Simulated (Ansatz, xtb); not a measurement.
**Relative energy of two isomers of BrH4NSi2**

We compare I, `[SiH2]=N[SiH2]Br`, a singlet, with II, `[SiH]N[SiH2]Br`, a singlet. Both are isolated molecules in the gas phase, relaxed with PBE0-D3(BJ)/def2-SVP; the shapes shown needn't be the lowest conformers.

I (Å):

```xyz
8

Br    1.7912    2.9629   -0.2329
N     1.5008    0.4903    1.9481
Si    2.3726    1.0221    3.1720
Si    0.9994    0.9415    0.3889
H     3.1048    2.3182    3.2403
H     2.5209    0.2068    4.4037
H     1.5036   -0.0193   -0.6303
H    -0.4835    1.0509    0.3183
```

II (Å):

```xyz
8

Br   -0.0091    0.3016    0.1924
N     0.4823    2.4518   -2.2444
Si   -0.7020    3.1902   -3.2934
Si    0.3700    2.3865   -0.5055
H     0.0474    2.8429   -4.5916
H     1.2936    1.9889   -2.6525
H    -0.7765    3.2406   -0.1055
H     1.6490    2.8084    0.1258
```

Energies in hartree; the thermal terms are from PBE0-D3(BJ)/def2-SVP harmonic frequencies (ideal gas, rigid rotor, one conformer each, 400 K, 1 atm) and include the zero-point energy:

```
                               I            II
E, CCSD(T)/def2-SVP  −3207.197131  −3207.210218
    E, MP2/def2-SVP  −3207.144634  −3207.152150
  E, MP2/def2-TZVPP  −3207.873562  −3207.876324
  zero-point energy      0.040097      0.042869
       H(400 K) − E      0.051522      0.054028
       G(400 K) − E     −0.006490     −0.003159
```

**Question.** Correct the CCSD(T) difference for the basis set by the MP2 change, then work out ΔE, ΔE₀, ΔH and ΔG for I → II in kJ/mol (1 Eh = 2625.50 kJ/mol) and the equilibrium ratio [II]/[I].

**Answer.** 1. Differences II − I: CCSD(T) −0.013087, MP2 in the small set −0.007516, MP2 in the large set −0.002762 Eh.
2. ΔE = −0.013087 + (−0.002762 − (−0.007516)) = −0.008333 Eh = −21.88 kJ/mol.
3. ΔE₀ = ΔE + ΔZPE = −0.008333 + (+0.002772) Eh = −14.60 kJ/mol.
4. ΔH = ΔE + (+0.002506) Eh = −15.30 kJ/mol.
5. ΔG = ΔE + (+0.003331) Eh = −13.13 kJ/mol, so ΔS = (ΔH − ΔG)/T = −5.4 J/(mol K).
6. kT = 1.2667 mEh, so K = [II]/[I] = exp(−ΔG/kT) = exp(+3.95) ≈ 52.

Structure II is favoured at this temperature. An error of 4 kJ/mol in ΔG would change K by a factor of 3.3. Mirror images and further conformers aren't counted.

As drawn, II has 1 N–Si, 1 N–H in place of 1 N=Si, 1 Si–H.

Other levels gave ΔE = −34.8 (PBE0-D3(BJ)/def2-SVP); −40.3 (HF/def2-SVP); −19.7 (MP2/def2-SVP); −34.4 (CCSD(T)/def2-SVP) kJ/mol. The correlated steps freeze 20 core orbitals; the filled d shell of Br is correlated, in a basis made for valence electrons. Programs: Ansatz 0.2.0.
